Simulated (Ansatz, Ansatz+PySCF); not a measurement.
```xyz
2

Al    0.0000    0.0000    0.0000
Al    0.0000    0.0000    2.8361
```

Basis set: def2-SVP (spherical functions). Frozen core: 10 orbitals. Correlation on ROHF uses semicanonical orbitals with singles. Charge 0, multiplicity 3.

Computed with Ansatz (development build ahead of 0.2.0); each method stands on the lowest determinant of its kind that the runs found.

The atomization energy at this shape (free ground-state atoms in the same class of orbitals less the molecule, no zero-point energy) of triplet Al₂:

| method | atomization energy |
| --- | --- |
| UHF-CCSD(T) | 1.23 eV |
| ROHF-MP2 | 1.20 eV |
| UHF-MP2 | 1.16 eV |

Question: What does ROHF give?

Answer: 0.74 eV.
